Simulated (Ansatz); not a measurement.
Gas-phase electronic energies from Ansatz, PBE0-D4/def2-TZVP geometries. CCSD(T)/CBS is the MP2 limit (def2-TZVPP, def2-QZVPP) plus CCSD(T) − MP2 in def2-TZVPP, frozen cores. This one scheme is used for every species, atoms too. DFT in def2-TZVPP. B3LYP here is the variant with VWN-RPA as its local correlation; programs differ in this. Open shells (•) are unrestricted, without spin–orbit coupling. Spin–orbit coupling would lower the free atoms: a little for B, C, F, O. Each species was taken in one conformer, which may not be the lowest.

Consider the atomization: `N=C1OB1F` → B• + C• + F• + H• + N• + O•.

| level | ΔE (kJ/mol) |
| --- | --- |
| PBE-D4 | 2904.4 |
| revPBE-D4 | 2792.7 |
| B3LYP-D4 | 2745.9 |
| CAM-B3LYP-D4 | 2760.9 |
| PBE0 | 2761.3 |
| MP2/def2-SVP | 2704.4 |
| SCS-MP2/def2-QZVPP | 2773.1 |
| MP2/CBS(def2) | 2864.2 |

(1) What does CCSD(T)/CBS give? (Best estimate.)

Largest T1 diagnostic among the species: 0.016.

Answers

(1) The calculation gave: +2720.2 kJ/mol. The listed levels differ from it by 184.2, 72.5, 25.7, 40.7, 41.1, -15.8, 52.9, 144.0 kJ/mol.

From r2SCAN to r2SCAN0 (25 % exact exchange), in def2-TZVPP and without D4, ΔE moves by −107.1 kJ/mol: exact exchange takes away binding that semilocal exchange gives to molecules. Leaving LDA and LC-ωPBE aside and taking each functional with its dispersion term where it has one, the values, not all of them listed here, spread over 331.8 kJ/mol, from BHLYP-D4 to PBE-D4. LDA lies +409.8 kJ/mol from PBE without D4, its usual overbinding.

For atomizations the MP2-based limit and the directly extrapolated one differ by several kJ/mol either way, and by 10 to 25 for some Ge, Se and Sn compounds, so smaller differences from it don't rank the levels.
